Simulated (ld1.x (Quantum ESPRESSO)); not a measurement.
Before and after: TM semilocal potential for P

* Element: P (Z = 15)
* Generator: ld1.x (Quantum ESPRESSO) 7.5
* Type: norm-conserving Troullier–Martins (semilocal form)
* Functional: PBE
* Relativity: scalar-relativistic
* Frozen core: [Ne]
* Valence charge: 5
* Reference configuration: 3s1 3p4
* Partial waves: 3s (bound): rc 1.50 bohr; 3p (bound): rc 1.50 bohr; 3d channel at -0.05 Ry: rc 1.30 bohr
* Local potential: the d channel
* Core correction: none

All-electron outer shells of the reference configuration (PBE, scalar-relativistic, ld1.x):

```csv
shell,level (eV),outermost node (bohr),outermost maximum (bohr)
2s,-175.53,0.14,0.42
2p,-126.02,–,0.36
3s,-14.68,0.65,1.58
3p,-6.07,0.64,1.81
```

Change: wave 3p (bound): rc 1.50 bohr becomes 3p (bound): rc 1.06 bohr.

Cutoffs: the cutoffs (Ry, on a coarse ladder) from which the occupation-weighted sum of valence levels, in a spherical-Bessel basis at the reference potential, stays within 10 and 1 mRy of its value at 400 Ry; they do not see the model core or the augmentation charge, which bear on the density cutoff. Errors are all-electron minus pseudo energies relative to the spin-unpolarised reference configuration.

Q: How do hardness, ghosts and transferability respond?

A: The potential gets harder (18 Ry and 50 Ry → 160 Ry and 260 Ry); of the 7 tests that both files solve, the error grows in 7 and shrinks in 0 by more than 15 % and 0.3 meV (median size 1.3 → 28.4 meV); the range in which the p phases agree narrows (upper end at the end of the scan → 1.0); neither file shows a bound ghost. A smaller radius makes the pseudo-wave follow the all-electron one further in, where it bends more sharply, so more plane waves are needed. That the errors move this way runs against the usual rule that smaller radii transfer better. A semilocal file is local in each channel, so a ghost entry of none says nothing of the separable form that plane-wave codes build from it.

| quantity | base | changed |
| --- | --- | --- |
| cutoff, loose | 18 Ry | 160 Ry |
| cutoff, tight | 50 Ry | 260 Ry |
| loose cutoff by channel (10 mRy a level) | s 18 Ry, p 8 Ry | s 18 Ry, p 110 Ry |
| bound ghosts | none | none |
| error for 3s2 3p3, meV [ΔE -8.53 eV] | +1.2 | +26 |
| error for 3s2 3p2, meV [ΔE 1.20 eV] | -1.4 | +35 |
| error for 3s2 3p1, meV [ΔE 20.34 eV] | +1.3 | +65 |
| error for 3s2 3p0, meV [ΔE 50.08 eV] | +27 | +164 |
| error for 3s2 3p3.3, meV [ΔE -9.84 eV] | +1.9 | +26 |
| error for 3s1 3p3, meV [ΔE 10.32 eV] | +1.0 | +5.1 |
| error for 3s2 3p2.5, meV [ΔE -4.76 eV] | -0.2 | +28 |
| s: phases at 1.65 bohr within 0.05 rad from the reference energy up to (Ry; the scan ends near 5) | to the end of the scan | to the end of the scan |
| p: phases at 1.65 bohr within 0.05 rad from the reference energy up to (Ry; the scan ends near 5) | to the end of the scan | 1.0 |
| d: phases at 1.65 bohr within 0.05 rad from the reference energy up to (Ry; the scan ends near 5) | to the end of the scan | to the end of the scan |
